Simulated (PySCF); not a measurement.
## How methods differ on the electron affinity of Cs

Cs⁻ [Xe] 6s2 (1S) → Cs [Xe] 6s1 (2S), as a difference of total energies. All numbers are calculated (PySCF 2.14, the spin-free X2C one-electron Hamiltonian (Gaussian nucleus), in aug-cc-pwCVTZ-X2C with one added diffuse shell each of s, p, d, f type (12s11p9d5f, 125 functions)). Correlated levels: valence: [Xe] frozen; valence and next inner shell: [Kr] 4d10 frozen. The calculations carry no spin-orbit coupling.

```tsv
method	electron affinity (eV)	error (eV)
UHF	-0.065	-0.537
LDA	0.570	+0.098
PBE	0.497	+0.025
PBE0	0.459	-0.013
r2SCAN	0.377	-0.095
revPBE	0.480	+0.008
BLYP	0.415	-0.057
MP2 (valence)	0.279	-0.193
SCS-MP2 (valence)	0.348	-0.124
MP2 (valence and next inner shell)	0.340	-0.132
SCS-MP2 (valence and next inner shell)	0.394	-0.078
```

Reference: 0.472 eV (measured; photodetachment measurements, as compiled on the Wikipedia data page of electron affinities).

Errors of the correlated levels include the incompleteness of this basis and the frozen core.

A negative affinity means that the anion lies above the atom at that level of theory.

In the anion the highest occupied orbital energy is positive at LDA, PBE, PBE0, r2SCAN, revPBE, BLYP, a self-interaction effect; the basis confines that electron, and the energy difference can still be sensible.
